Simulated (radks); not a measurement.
Q: The mean radii <r> (bohr) of the occupied orbitals of an atom or ion are listed with their occupations. Method: Dirac Kohn-Sham, PBE, spin-unpolarised, spherical densities, point nucleus; computed with a radial shooting solver on a logarithmic mesh with Libxc functionals.

| orbital | occ. | <r> |
|---|---|---|
| 1s1/2 | 2 | 0.02037 |
| 2s1/2 | 2 | 0.08588 |
| 2p1/2 | 2 | 0.07147 |
| 2p3/2 | 4 | 0.07874 |
| 3s1/2 | 2 | 0.2236 |
| 3p1/2 | 2 | 0.2133 |
| 3p3/2 | 4 | 0.2266 |
| 3d3/2 | 4 | 0.1995 |
| 3d5/2 | 6 | 0.2036 |
| 4s1/2 | 2 | 0.4718 |
| 4p1/2 | 2 | 0.4727 |
| 4p3/2 | 4 | 0.4945 |
| 4d3/2 | 2 | 0.4918 |
| 4d5/2 | 3 | 0.4981 |

Name the element and its charge. Open shells, if any, are shared by 2j + 1.

A: Z = 68, erbium, charge +27: Er27+ in [Kr] 4d5. The 1s radius gives Z: for a bare nucleus <r> = (2 gamma + 1)/(2Z) with gamma = sqrt(1 - (Z/c)^2), 0.02012 bohr for Z = 68, and screening makes it slightly larger (0.02037 here). The occupations add up to 41, and the charge is Z minus that.
